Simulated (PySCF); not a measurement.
Polarisability and C₆ of Mg (magnesium, neutral)

[Ne] 3s1 3p1, high-spin 3P determinant (an excited configuration). Computed with PySCF 2.14 in ANO-RCC-VTZP (5s4p2d1f, 34 functions), with the spin-free X2C one-electron Hamiltonian (Gaussian nucleus). Coupled (time-dependent) response in atomic units; α is the mean over directions. The basis has no added diffuse functions, which lowers α and C₆.

```csv
method,mean α (bohr³),"α xx, yy, zz",C₆ (like pair),S(−4)
UHF,57.37,"57.05, 58.01, 57.05",488.0,1718
PBE,57.36,"53.95, 64.17, 53.95",476.2,1860
PBE0,57.32,"54.84, 62.29, 54.84",478.7,1817
TPSS,57.81,"56.16, 61.09, 56.16",488.1,1836
LC-wPBE,57.30,"56.59, 58.72, 56.59",481.7,1743
```

S(−4) is the Cauchy moment in α(ω) = α(0) + S(−4) ω² + …

α(iu) at PBE:

```tsv
u (hartree)	α(iu) (bohr³)
0	57.36
0.0500	53.13
0.100	44.03
0.200	27.48
0.300	17.55
0.500	8.472
0.750	4.395
1.00	2.735
1.50	1.435
2.00	0.9371
3.00	0.5389
5.00	0.2803
```

A single London oscillator, α(iu) = α/(1 + u²/ω²), gives C₆ = (3/4) ω α². Matching the computed C₆ needs ω = 4 × 476.2 / (3 × 57.36²) = 0.193 hartree.

The components differ because the open shell of this determinant is not spherical; for a pure term their mean is the scalar polarisability.
